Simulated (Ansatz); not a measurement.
Consider the formal hydrolysis of the Si–S bond: `Cl[SiH2]S[SiH](Cl)Cl` + H₂O → `O[SiH](Cl)Cl` + `S[SiH2]Cl`.

Isolated molecules relaxed with PBE0-D4/def2-TZVP in Ansatz; ΔE leaves out vibrations. CBS: MP2 limit from def2 TZ/QZ plus the TZ coupled-cluster correction, frozen cores. This one scheme is used for every species. DFT in def2-TZVPP. B3LYP here is the variant with VWN-RPA as its local correlation; programs differ in this. One conformer a species, not always the lowest.

Is it downhill or uphill in electronic energy at CCSD(T)/CBS, and by how much? (Best estimate.)

Ansatz gave: Downhill: ΔE = -42.9 kJ/mol.

What do these levels give: r2SCAN-D4, ωB97M-V, B3LYP, CCSD(T)/def2-TZVPP, SCS-MP2/def2-QZVPP, CCSD/CBS(def2)? (Estimate.)

Computed: r2SCAN-D4 -48.6, ωB97M-V -48.9, B3LYP -64.6, CCSD(T)/def2-TZVPP -50.4, SCS-MP2/def2-QZVPP -47.8, CCSD/CBS(def2) -48.2 kJ/mol.

Largest T1 diagnostic among the species: 0.010.

The D4 term adds +19.7 kJ/mol with B3LYP and +11.3 kJ/mol with PBE0; it sums over pairs of atoms, weighted by their polarisabilities, and B3LYP, whose exchange is more repulsive, gets the larger term. In def2-TZVPP, CCSD(T) changes the Hartree–Fock value by +27.2 kJ/mol (the triples alone add +5.3 kJ/mol) and MP2 by +34.6 kJ/mol.
